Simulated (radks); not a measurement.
Numerical settings for the gold ion Au2+, [Xe] 4f14 5d9. All-electron calculation, non-relativistic Kohn-Sham, BLYP, spin-polarised, spherical densities, point nucleus; open shells are filled with parallel spins first (spin-orbit coupling, left out, can overturn this in heavy ions); relativity is left out, which matters for an element this heavy. Program: a radial shooting solver on a logarithmic mesh with Libxc functionals. The defaults (mesh step 0.008 in ln r, mesh end at 40 bohr or more with all orbitals vanishing there, Anderson mixing 0.5 over 9 steps, residual threshold near 1e-9 with the energy settled to 1e-9 hartree or 1e-11 of itself, here a cap of 80 iterations) give E = -17868.906 hartree and 5d at -27.665 eV in 14 iterations. Run on one thread of a shared host, so times are rough (Intel(R) Xeon(R) 6975P-C): 0.16 s of CPU time, 0.16 s wall, 14 iterations on 2541 mesh points. Changes against that run (0 stands for a change within the tolerance of the run):

setting                     iterations         converged  E (mhartree)  e(5d) (meV)  CPU (s)
mesh step in ln r 0.012             14               yes             0            0     0.12
mesh step in ln r 0.02              14               yes       +0.0008            0     0.07
mesh step in ln r 0.05              14               yes        +0.259      -0.0124     0.03
mesh end (bohr) 2                   14  level above zero     +7.95e+03    +4.31e+04     0.19
mesh end (bohr) 12                  14               yes             0            0     0.16
residual threshold 0.1              10               yes             0       -0.108     0.13
residual threshold 1e-13            47               yes             0            0     0.33
mixing 0.01                         23               yes             0            0     0.25
linear mixing, mixing 1             80                no     +1.07e+06    +2.37e+04      3.1
linear mixing, mixing 0.05          80                no       +0.0371         -200     0.79
mixing history 3                    17               yes             0            0     0.18
iteration cap 8                      8                no             0        +1.69     0.11

Settled on a wrong energy, with an occupied level pushed above zero by the early mesh end: mesh end (bohr) 2 (+7.95 hartree). Apart from these: no run marked as converged misses the energy by more than 1 mhartree. A mesh that ends early acts as a hard wall.
